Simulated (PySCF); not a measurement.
# S⁺: excitation energy

S⁺ [Ne] 3s2 3p3 (4S) → S⁺ [Ne] 3s1 3p3 3d1 (6D), as a difference of total energies. Computed with PySCF 2.14 in aug-cc-pV(T+d)Z (6s5p4d2f, 55 functions), with no relativity, point nucleus. Correlated levels: valence: [Ne] frozen. The calculations carry no spin-orbit coupling.

| method | excitation energy (eV) |
| --- | --- |
| UHF | 18.172 |
| MP2 (valence) | 19.822 |
| SCS-MP2 (valence) | 20.286 |
| CCSD (valence) | 20.090 |
| CCSD(T) (valence) | 20.177 |

**Question.** How much does correlation contribute at CCSD(T) (valence)?

**Answer.** 20.177 − (18.172) = 2.005 eV, measured against UHF.

The promoted electron is Rydberg-like, and one or two diffuse shells describe it only roughly, which tends to raise the upper state.
